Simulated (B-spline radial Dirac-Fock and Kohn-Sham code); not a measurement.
**Relativistic shifts of the levels of Rh¹⁶⁺**

System: Rh¹⁶⁺ in the configuration [Ar] 3d10 4s1.

Both columns are ΔSCF binding energies of the configuration average from a radial B-spline solver: non-relativistic Hartree-Fock with a point nucleus, and Dirac-Fock with a finite nucleus and the Coulomb interaction alone, averaged over the two j levels with weights 2j+1.

| shell | Hartree-Fock (eV) | Dirac-Fock (eV) | shift (eV) | shift (%) |
| --- | --- | --- | --- | --- |
| 1s | 23050.0 | 23713.6 | +663.53 | +2.88 |
| 2s | 3679.8 | 3840.5 | +160.66 | +4.37 |
| 2p | 3429.1 | 3475.0 | +45.87 | +1.34 |
| 3p | 891.5 | 902.5 | +11.01 | +1.23 |
| 3d | 709.3 | 706.0 | -3.30 | -0.46 |
| 4s | 406.0 | 415.0 | +8.99 | +2.21 |

Relativity binds 1s, 2s, 2p, 3p, 4s more strongly, among those listed most of all 2s in relative terms, and 3d more weakly, because the contracted s and p shells screen the nucleus better.

Values without a named source are computed, but for edge energies of neutral atoms, which are taken from tables.
